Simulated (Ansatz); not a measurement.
Ca₁₀O₁₂H₄, a hydroxylated oxide cluster, relaxed as a singlet with RKS PBE-D4/def2-SVP in Ansatz, starting from a model built from a lattice or polyhedron. Force threshold 0.03 eV/Å.

Single mean-field runs in def2-SVP are fitted with def2-universal-jkfit.

Start:

```xyz
26

Ca   -0.1684    0.3951   -0.4397
Ca   -2.8882   -0.7136   -2.1959
Ca   -2.7899   -1.0638    1.1923
Ca    0.1771   -2.6954    0.9390
Ca    0.0829   -2.3535   -2.4329
Ca   -3.1352    2.0434   -0.1656
Ca   -0.2780    0.7436   -3.8084
Ca    2.7925   -1.2566   -0.7111
Ca   -0.1154    0.0019    2.9751
Ca    2.5289    1.4742    1.3196
O     1.1050    2.1513    3.1642
O    -1.2421   -2.0319    2.7536
O     1.3360   -0.6107    1.1509
O     3.9650    0.8389   -0.4755
O    -1.6196    1.0364    1.4049
O     1.0069    2.4805   -0.2327
O     1.6257   -3.3388   -0.8891
O    -1.3459   -1.7159   -0.6221
O     1.2495   -0.2292   -2.2440
O    -4.3272   -0.0505   -0.3418
O    -1.6941    1.3886   -1.9830
O    -1.4479   -1.3563   -3.9995
H     1.0459    2.8904    3.7263
H    -1.4925   -2.6341    3.4974
H     4.7117    1.2377   -0.9729
H     0.9174    3.3683   -0.6090
```

```csv
step,energy (eV),largest force component (eV/Å),SCF passes
1,-208923.4538,2.890,33
2,-208926.9885,0.955,27
3,-208928.0068,0.712,26
4,-208928.1872,0.303,21
5,-208928.3215,0.221,27
6,-208928.3854,0.362,27
7,-208928.4078,0.785,21
8,-208928.4463,0.291,21
9,-208928.4504,0.340,27
10,-208928.4591,0.176,22
11 (rejected),-208928.3191,0.589,28
12,-208928.4660,0.068,22
13,-208928.4671,0.042,21
14,-208928.4685,0.020,21
```

Force components are those of the run's own axes.

End:

```csv
atom,x (Å),y (Å),z (Å)
Ca1,-0.269,0.822,-0.676
Ca2,-2.941,-1.056,-2.141
Ca3,-2.757,-1.118,1.034
Ca4,0.353,-2.316,0.793
Ca5,0.024,-2.303,-2.378
Ca6,-3.347,1.615,-0.433
Ca7,-0.692,0.464,-3.800
Ca8,2.537,-0.795,-1.029
Ca9,-0.262,0.522,2.531
Ca10,2.511,1.534,1.281
O11,1.486,1.713,3.298
O12,-1.077,-1.671,2.689
O13,1.149,-0.196,0.896
O14,4.078,0.546,0.047
O15,-1.870,0.952,1.094
O16,1.109,2.577,-0.071
O17,1.619,-2.747,-0.877
O18,-1.383,-1.837,-0.576
O19,0.892,-0.171,-2.416
O20,-4.171,-0.333,-0.412
O21,-2.044,1.109,-2.139
O22,-1.516,-1.476,-3.768
H23,1.644,2.267,4.079
H24,-1.172,-2.200,3.500
H25,5.034,0.618,-0.102
H26,1.064,3.480,-0.424
```

By distances, no bond broke or formed. The bond that changes most is Ca1–O18, from 2.42 to 2.89 Å (atoms count from 1).

No frequencies were taken in this run, so the end may be a saddle point.

It took 59 s on 2 threads of AMD EPYC 7R13 on a shared host and a share (18 GiB) of an NVIDIA H100 80GB HBM3, peak host memory 0.93 GiB.
